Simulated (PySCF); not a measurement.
Compound: C6H5FO.
Atom-mapped SMILES: `[CH:1]#[C:2]/[CH:3]=[C:4](/[F:5])[O:6][CH:7]=[CH2:8]` (hydrogens: H9 on C1; H10 on C3; H11 on C7; H12, H13 on C8)

Method used: TDDFT PBE0/def2-SVPD, vertical, gas phase, core orbitals frozen in the response in PySCF 2.14.0, density-fitted response routines. One conformer (not necessarily the lowest) at the GFN2-xTB geometry, without solvent, vibrations or thermal averaging. Torsions of this conformer, `[CH:1]#[C:2]/[CH:3]=[C:4](/[F:5])[O:6][CH:7]=[CH2:8]`: C3–C4–O6–C7 180°, C4–O6–C7–C8 180°.

Frontier orbitals with the atoms that hold most of them (Löwdin shares over 4%, at most four atoms; ? is withheld):

| orbital | ε (eV) | atoms |
| --- | --- | --- |
| HOMO-3 | -9.67 | C2 27%, C3 26%, C1 16%, C4 11% |
| HOMO-2 | -8.06 | C8 28%, C7 25%, C1 11%, C2 11% |
| HOMO-1 | -8.06 | C1 42%, C2 42%, C3 7%, H9 4% |
| HOMO | ? | ? |
| LUMO | -0.73 | C4 22%, C3 14%, C1 13%, C8 12% |
| LUMO+1 | 0.30 | C7 28%, C8 22%, O6 13%, C4 7% |
| LUMO+2 | 0.70 | C4 23%, C7 17%, F5 12%, C8 10% |

(1) Which atoms hold the HOMO, and with what shares?

(2) What is the HOMO energy, and the HOMO–LUMO gap?

Results:

(1) C3 (bonded to 2 C and H) 20%; C1 (bonded to C and H) 19%; C2 (bonded to 2 C) 14%; C4 (bonded to C, F and O) 12%.

(2) ε(HOMO) = -6.48 eV; the gap is 5.75 eV (0.2114 hartree).

Within 0.005 eV of a neighbour in this list lie HOMO-2/HOMO-1 (point group found: Cs); within a degenerate set the shares of single atoms can hang on how the components are chosen.

Question: How does S1 compare with the orbital gap of 5.75 eV?

Answer: S1 is at 5.23 eV (f = 0.529), 0.53 eV below the gap, made of HOMO→LUMO (95%). Without the coupling terms of the response equations the lowest excitation would equal the gap.

Question: Give energy, strength and leading configuration of S1 and S4, and follow the Löwdin shares of the leading atoms from the occupied to the empty orbital.

Answer: 
- S1 (5.23 eV, f 0.529), HOMO→LUMO (95%): C3 20% → 14%, C1 19% → 13%, C4 12% → 22%
- S4 (5.98 eV, f 0.033), HOMO→LUMO+1 (87%): C3 20% → at most 7%, C1 19% → at most 7%, C7 at most 13% → 28%, C8 at most 13% → 22%

Löwdin shares depend on the basis, the more so with diffuse functions.
